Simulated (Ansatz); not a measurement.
Isomers of CH3BO2, relaxed with PBE0-D4/def2-TZVP in Ansatz; electronic energies, one conformer each and not always the lowest. Functionals use def2-TZVPP; CBS adds triple-zeta CCSD(T) − MP2 to the MP2 limit of def2-TZVPP and def2-QZVPP.

(1) Order them by energy at frozen-core CCSD(T)/CBS, lowest first. (Estimate.)
A. `BC(=O)O`
B. `OB1CO1`
C. `B1OCO1`

(2) How do ωB97M-V, r2SCAN-D4, PBE-D4, B3LYP-D4 place them (kJ/mol, against `B1OCO1`)? (Best estimate.)

Results:

(1) C (0.0 kJ/mol), B (12.5 kJ/mol), A (179.6 kJ/mol).

(2) The calculation gave: 
```
   isomer  ωB97M-V  r2SCAN-D4  PBE-D4  B3LYP-D4
`BC(=O)O`    177.5      167.0   160.1     159.9
 `OB1CO1`     11.1        6.0     4.2       6.3
```

B3LYP here is the variant with VWN-RPA as its local correlation; programs differ in this.
